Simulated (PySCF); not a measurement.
CH3O3Re, SMILES [CH3][Re](=[O])(=[O])=[O], multiplicity 1.

Geometry optimised at r2SCAN-D4/def2-SVP. The spin state was assumed, not searched. The isomer is the one that the SMILES or the coordinates give; other isomers of the formula were not compared. The def2 effective core potentials stand for the cores of Re; spin–orbit coupling is left out.

Two levels are set side by side: TDA-PBE/def2-SVPD (PySCF) and TDA-CAM-B3LYP/def2-SVPD (PySCF). Vertical, same geometry. The lowest singlet is HOMO→LUMO+1 83 % with PBE and HOMO→LUMO 68 %, HOMO−1→LUMO+1 16 %, HOMO−2→LUMO 16 % with the other functional; states are paired by order. Differences are taken from unrounded values.

```
quantity                              TDA-CAM-B3LYP
------------------------------------  -------------
lowest singlet excitation (eV)                 4.55
lowest triplet excitation (TDA) (eV)           4.11
```

Q: What does TDA-PBE give, and how far is it from TDA-CAM-B3LYP? (An estimate is asked for; the answer gives what the named calculation found.)

A: 
| quantity | TDA-PBE | TDA-PBE minus TDA-CAM-B3LYP |
|---|---|---|
| lowest singlet excitation (eV) | 4.43 | -0.12 |
| lowest triplet excitation (TDA) (eV) | 3.99 | -0.12 |

Rough cost on one machine, each run with all the roots and properties that it gave: TDA-CAM-B3LYP against TDA-PBE about 4 times.
